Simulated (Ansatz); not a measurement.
`NB(S)S` and `NB(N)S` differ in one atom or group.

Ansatz, PBE0-D4/def2-TZVP geometries, multiplicity 1. Each molecule was computed in one conformer, which needn't be the lowest.

| property | `NB(S)S` |
| --- | --- |
| HOMO–LUMO gap (ωB97M-V/def2-TZVPP) / eV | 11.04 |
| HOMO–LUMO gap (B3LYP/def2-TZVPP) / eV | 6.67 |
| HOMO energy (B3LYP/def2-TZVPP) / eV | -6.92 |
| HOMO–LUMO gap (PBE0/def2-TZVPP) / eV | 7.22 |
| size of the dipole moment (B3LYP/def2-TZVPP) / D | 2.29 |
| HOMO–LUMO gap (PBE/def2-TZVPP) / eV | 5.12 |

(1) What does the change do to each property? (Best estimate.)

Answers

(1) Computed: 
```csv
property,`NB(N)S`,shift
HOMO–LUMO gap (ωB97M-V/def2-TZVPP) / eV,11.00,-0.04
HOMO–LUMO gap (B3LYP/def2-TZVPP) / eV,6.74,0.07
HOMO energy (B3LYP/def2-TZVPP) / eV,-6.58,0.34
HOMO–LUMO gap (PBE0/def2-TZVPP) / eV,7.33,0.11
size of the dipole moment (B3LYP/def2-TZVPP) / D,2.41,0.12
HOMO–LUMO gap (PBE/def2-TZVPP) / eV,5.22,0.10
```

With PBE0 the HOMO rises by 0.34 eV and the LUMO rises by 0.45 eV, so the gap widens by about 0.11 eV. PBE moves the HOMO by 0.39 eV and ωB97M-V by 0.29 eV. The zero-point energy changes by 43.7 kJ/mol with +3 modes. Dipoles are sizes alone; their direction can turn.

B3LYP here is the variant with VWN-RPA as its local correlation; programs differ in this.
